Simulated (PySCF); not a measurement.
# Diatomic cations of As with the alkali metals

CCSD(T) with double-zeta basis sets in PySCF, for the lowest determinant that a PBE0 search found; no spin–orbit coupling. De refers to high-spin ground-configuration atoms (the charge goes to the atom of lower measured ionisation energy or higher electron affinity, which is not always the lowest computed limit).

```json
{"M": "Li", "basis": "pcseg-1", "reference, frozen orbitals": "UHF, 9", "charged atom": "Li+", "state (unpaired electrons)": "quartet (σ ↑, π ↑↑)", "Re (Å)": "2.835", "ωe (cm⁻¹)": "215", "De (eV)": "0.36"}
{"M": "Na", "basis": "def2-SVP", "reference, frozen orbitals": "UHF, 10", "charged atom": "Na+", "state (unpaired electrons)": "quartet (σ ↑, π ↑↑)", "Re (Å)": "3.261", "ωe (cm⁻¹)": "99.8", "De (eV)": "0.24"}
{"M": "K", "basis": "pcseg-1", "reference, frozen orbitals": "UHF, 14", "charged atom": "K+", "state (unpaired electrons)": "quartet (σ ↑, π ↑↑)", "Re (Å)": "3.732", "ωe (cm⁻¹)": "65.3", "De (eV)": "0.15"}
{"M": "Cs", "basis": "def2-SVP", "reference, frozen orbitals": "UHF, 9", "charged atom": "Cs+", "state (unpaired electrons)": "quartet (σ ↑, π ↑↑)", "Re (Å)": "4.086", "ωe (cm⁻¹)": "40.6", "De (eV)": "0.12"}
```

The shortest bond is that of LiAs⁺ (2.835 Å), the longest that of CsAs⁺ (4.086 Å).

The rows differ in basis set, which adds steps of its own.

Down a group the atoms grow and get heavier, so bonds lengthen and wavenumbers fall; this series shows no clear exception.

Correlated steps freeze the inner cores (9 to 14 orbitals); shallow outer-core shells are correlated. Weak bonds: CsAs⁺, KAs⁺, LiAs⁺, NaAs⁺. Basis-set superposition, not corrected here, can be much of De in a small basis, most of all at correlated wavefunction levels. Spin–orbit coupling is left out, which matters for elements this heavy, above all for dissociation energies. For an ion De counts to the pair picked by the measured ionisation energies or electron affinities, which need not be the lowest pair at this level. States were picked by a PBE0 search and need not be the measured ground states.
